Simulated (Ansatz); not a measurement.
A structure drawn as `[O]=[Nb]([OH])([F])[F]`, with this starting geometry:

```xyz
6

O    -1.850    0.337    0.481
Nb   -0.118   -0.090    0.413
O     0.360   -0.377   -1.506
F     1.013    1.368    1.099
F     0.272   -1.737    1.451
H     0.323    0.498   -1.937
```

Charge 0, multiplicity 1. Nb takes the def2 core potential.

**Question.** Relax it with Ansatz at PBE-D4/def2-SVP and then PBE0-D4/def2-TZVP. Is the drawn bonding still there?

**Answer.** Yes, every drawn bond is still there and no new one forms.

**Question.** Give the relaxed structure. (Best estimate.)

**Answer.** Ansatz gave: 
Z-matrix (Å, degrees):
```
Nb
O 1 1.878
F 1 1.866 2 110.2
O 1 1.687 2 108.0 3 118.3
F 1 1.866 2 110.2 3 -123.4
H 2 0.959 1 131.0 3 -118.3
```
All modes are real.

Atoms count as bonded under 1.1 times the sum of their covalent radii (H–H under 0.85 Å, pairs among N, O and F under 1.55 Å), and a drawn bond as lost past 1.3 times.
